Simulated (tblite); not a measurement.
C6H12N2 (charge +1 and doublet state).
SMILES: `C1CN2CC[N+]1CC2`

Structure optimised with GFN2-xTB, isolated species. This method treats the open shell by occupation alone, without spin polarisation.

Masses are those of the commonest isotopes; rigid-rotor values at the optimised geometry. 

Give the principal moments of inertia and the rotational constants in cm⁻¹.

Ia = 185.44, Ib = 196.23, Ic = 196.25 u·Å²; 505379 MHz·u·Å²/I gives 2725, 2576 and 2575 MHz, that is A = 0.09091, B = 0.08591, C = 0.08590 cm⁻¹.

Classify the top.

A prolate symmetric top, as the point group D3h requires two equal moments. Ray's parameter κ = (2B − A − C)/(A − C) = -0.996; −1 is the prolate and +1 the oblate limit.

Estimate the classical rotational partition function at 10 K, 25 K and 500 K.

Point group D3h, symmetry number σ = 6; q = (√π/σ)·√((kT/h)³/(ABC)), k/h = 20836.6 MHz/K: 209 at 10 K, 826 at 25 K, 73900 at 500 K.

For this open shell read J as N, the rotation without spin; fine and hyperfine splittings come on top. Its GFN2-xTB frequencies are all real (lowest 81 cm⁻¹). These are rigid-rotor constants of the computed structure; measured ground-state constants (B0) also hold zero-point vibration.

The run took under 0.1 s on one thread of an Arm Neoverse V1, shared host with 64 logical CPUs at a one-minute load of 35. These figures are those of the optimisation.
